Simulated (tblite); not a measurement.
CH3Be, charge +1, singlet, at a GFN2-xTB geometry (such geometries of metal compounds can be far from the true shape); GFN1-xTB run with tblite 0.6.0.

Here is a job for tblite.
```
$ tblite run mol.xyz --method gfn1 --charge 1 --spin 0 --guess eeq --json tblite.json --no-restart

# file mol.xyz
5

Be    -0.87759202    -0.53854405    -0.72562287
C      0.27844652     0.17087179     0.23022904
H      0.87946345    -0.51977720     0.85011061
H     -0.09394812     0.89853793     0.97473878
H      1.05417361     0.75018474    -0.30373214
```

It wrote (shortened):

```
xTB calculator
 | screened Coulomb repulsion
 | Coulomb electrostatics
 |  * isotropic Klopman-Ohno-Mataga-Nishimoto electrostatics
 |  * onsite third-order electrostatics
 | DFT-D3(BJ) dispersion correction

halogen bonding energy    0.0000000000000E+00 Eh
repulsion energy          6.0631846179213E-02 Eh
dispersion energy        -8.6812155638113E-04 Eh
number of electrons       8.0000000000000E+00 e
integral cutoff           3.8372252746362E+01 bohr

------------------------------------------------------------
  cycle        total energy    energy error   density error
------------------------------------------------------------
      1     -3.941812481470  -4.0015762E+00   5.3350177E-01
      2     -3.943276861895  -1.4643804E-03   3.0839063E-01
      3     -3.941547502157   1.7293597E-03   6.5424517E-02
      4     -3.943730531273  -2.1830291E-03   1.3444361E-02
      5     -3.943774752467  -4.4221194E-05   8.6710498E-04
      6     -3.943775392384  -6.3991718E-07   8.9506634E-05
      7     -3.943775389177   3.2075933E-09   5.6387817E-05
      8     -3.943775392761  -3.5838674E-09   7.5096207E-08
------------------------------------------------------------

electronic energy        -4.0035391173835E+00 Eh
total energy             -3.9437753927606E+00 Eh

Post processing:
 | Mayer-Wiberg bond orders

[Info] JSON dump of results written to 'tblite.json'
```
